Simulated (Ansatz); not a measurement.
(H2B-mu-PH2)2 (B₂P₂H₈). Total charge 0; singlet. Geometry PBE-D4/def2-SVP.

```xyz
12

B     0.399   -1.363   -0.253
H     1.432   -1.640   -0.844
H    -0.266   -2.324    0.104
P    -0.676    0.023   -1.187
B    -0.394    1.365    0.250
H    -1.422    1.660    0.839
H     0.284    2.315   -0.114
P     0.671   -0.025    1.190
H    -2.033   -0.319   -1.473
H    -0.234    0.392   -2.494
H     0.213   -0.398    2.490
H     2.025    0.313    1.492
```

**Question.** Estimate the orbital energies around the gap (eV) in Ansatz with HF/def2-TZVP, PBE-D4/def2-SVP, PBE0-D4/def2-TZVP, BHLYP-D4/def2-TZVP, CAM-B3LYP-D4/def2-TZVP.

**Answer.** 
```csv
orbital,HF/def2-TZVP,PBE-D4/def2-SVP,PBE0-D4/def2-TZVP,BHLYP-D4/def2-TZVP,CAM-B3LYP-D4/def2-TZVP
HOMO−5,-14.45,-9.28,-10.90,-12.24,-12.35
HOMO−4,-12.51,-7.65,-9.14,-10.44,-10.58
HOMO−3,-12.16,-7.54,-8.91,-10.18,-10.32
HOMO−2,-11.50,-7.48,-8.75,-9.83,-10.05
HOMO−1,-11.19,-7.47,-8.66,-9.62,-9.92
HOMO,-10.41,-6.44,-7.68,-8.76,-9.01
LUMO,2.84,-1.16,-0.56,0.44,0.57
LUMO+1,3.12,-0.32,0.00,0.93,1.04
LUMO+2,3.12,-0.09,0.20,0.98,1.11
LUMO+3,3.35,0.25,0.62,1.36,1.48
LUMO+4,4.11,0.85,1.61,2.60,2.69
LUMO+5,4.69,1.15,1.65,2.67,2.74
```
